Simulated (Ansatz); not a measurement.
The first iterations of a band of C₄H₁₂Si₂ (18 atoms, charge 0, multiplicity 1).

Computed with RKS BLYP/6-31G in Ansatz.

```
movable images  : 5
climbing image  : yes
spring          : 5.0 eV/Å²
optimiser       : quadratic models (default)
start path      : IDPP
force threshold : 0.05 eV/Å
iteration limit : 55
end points      : relaxed
```

First end point:

```xyz
18
Properties=species:S:1:pos:R:3
C 1.126 -0.974 -1.781
C 0.973 -0.433 -0.324
Si 2.192 1.080 -0.008
C -0.453 -0.011 -0.018
C -1.179 -0.380 1.069
Si -2.966 0.187 1.414
H 2.165 -1.280 -1.988
H 0.842 -0.209 -2.525
H 0.474 -1.851 -1.937
H 1.278 -1.222 0.389
H 2.188 1.480 1.449
H 1.761 2.270 -0.838
H 3.604 0.706 -0.409
H -0.905 0.656 -0.769
H -0.715 -1.054 1.804
H -3.073 0.948 2.720
H -3.916 -0.990 1.510
H -3.433 1.090 0.294
```

Last end point:

```xyz
18
Properties=species:S:1:pos:R:3
C 1.029 -1.465 -1.478
C 0.971 -0.469 -0.277
Si 2.075 1.121 -0.634
C -0.451 -0.042 0.042
C -1.031 -0.054 1.270
Si -2.818 0.507 1.622
H 2.067 -1.769 -1.698
H 0.606 -1.015 -2.394
H 0.447 -2.376 -1.254
H 1.412 -0.951 0.616
H 2.175 1.995 0.595
H 1.463 1.931 -1.757
H 3.471 0.707 -1.052
H -1.031 0.307 -0.826
H -0.439 -0.411 2.126
H -3.646 -0.613 2.218
H -3.471 0.948 0.330
H -2.865 1.660 2.604
```

| iteration | highest image above the first end (eV) | largest band force component (eV/Å) |
| --- | --- | --- |
| 1 | 0.129 | 1.126 |
| 2 | 0.063 | 0.145 |

Does the band converge within its limit, and where does its top end?

It converged. It ended after 6 iterations with the highest image 0.056 eV above the first end. A vibrational analysis at the climbing image gives one clearly imaginary mode, 121i cm⁻¹: a first-order saddle point. Limits of this set-up: no polarisation functions.

The run took 3.2 min on 1 thread of Intel(R) Xeon(R) Platinum 8375C CPU @ 2.90GHz (Ice Lake), on a shared host, peak memory 0.18 GiB.
